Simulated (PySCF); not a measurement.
Ionisation energy of Hg²⁺ by level of theory

Hg²⁺ [Xe] 4f14 5d10 (1S) → Hg³⁺ [Xe] 4f14 5d9 (2D), as a difference of total energies. All numbers are calculated (PySCF 2.14, scalar relativity through the core potential, in def2-TZVP with the def2 core potential (60 electrons) (6s5p3d1f, 43 functions)). Correlated levels: valence: 5s2 5p6 frozen. The calculations carry no spin-orbit coupling.

```json
{"method": "UHF", "ionisation energy (eV)": "33.685"}
{"method": "B3LYP", "ionisation energy (eV)": "35.377"}
{"method": "r2SCAN", "ionisation energy (eV)": "35.273"}
{"method": "MP2 (valence)", "ionisation energy (eV)": "35.210"}
{"method": "SCS-MP2 (valence)", "ionisation energy (eV)": "35.058"}
```

Q: How much does correlation contribute at MP2 (valence)?

A: 35.210 − (33.685) = 1.525 eV, measured against UHF.

The reference lies between the lowest fine-structure levels, while these numbers refer to the centres of the terms.

Errors of the correlated levels include the incompleteness of this basis and the frozen core.

For comparison: 34.49 ± 0.05 eV (measured; NIST Atomic Spectra Database, ionization energies).
